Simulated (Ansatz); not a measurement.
The cluster Be4O3⁺. The state is a doublet with charge 1. Geometry PBE0-D4/def2-SVP; atoms count from 1.

Cartesian coordinates in Å:
```
Be 0.6819 1.0861 -0.4940
Be -1.2136 -1.0918 0.6726
Be -1.4152 1.0589 0.2092
Be 0.8828 -1.0695 -0.0297
O 1.3910 -0.1494 -1.2563
O -2.1895 -0.0346 0.7359
O 1.8628 0.2002 0.1623
```

The structure holds 1 bond(s) between oxygen atoms. Another isomer (doublet) lies 6.99 eV lower at PBE0-D4/def2-TZVP; other spin states weren't run for this one.

Question: Estimate the Mulliken populations from the PBE0/def2-TZVP orbitals of Ansatz.

Answer: 
```json
{"atom": "Be1", "charge (e)": "0.34", "spin (α − β)": "0.26"}
{"atom": "Be2", "charge (e)": "0.25", "spin (α − β)": "0.26"}
{"atom": "Be3", "charge (e)": "0.25", "spin (α − β)": "0.26"}
{"atom": "Be4", "charge (e)": "0.33", "spin (α − β)": "0.26"}
{"atom": "O5", "charge (e)": "-0.06", "spin (α − β)": "-0.01"}
{"atom": "O6", "charge (e)": "-0.05", "spin (α − β)": "-0.03"}
{"atom": "O7", "charge (e)": "-0.06", "spin (α − β)": "-0.01"}
```
Mulliken values and Mayer orders depend strongly on the basis.

Question: Where does the spin sit?

Answer: Summed by element: Be 1.04, O -0.04, of 1 unpaired in all. Largest on single atoms: Be3 0.26, Be2 0.26, Be4 0.26.

Question: And the Mayer bond orders between bonded heavy atoms (over 0.3)?

Answer: Be1–Be3 0.58 (2.21 Å); Be1–O5 0.73 (1.62 Å); Be1–O7 0.73 (1.62 Å); Be2–Be3 0.32 (2.21 Å); Be2–Be4 0.58 (2.21 Å); Be2–O6 1.36 (1.44 Å); Be3–O6 1.36 (1.44 Å); Be4–O5 0.73 (1.62 Å); Be4–O7 0.73 (1.62 Å); O5–O7 0.82 (1.54 Å).
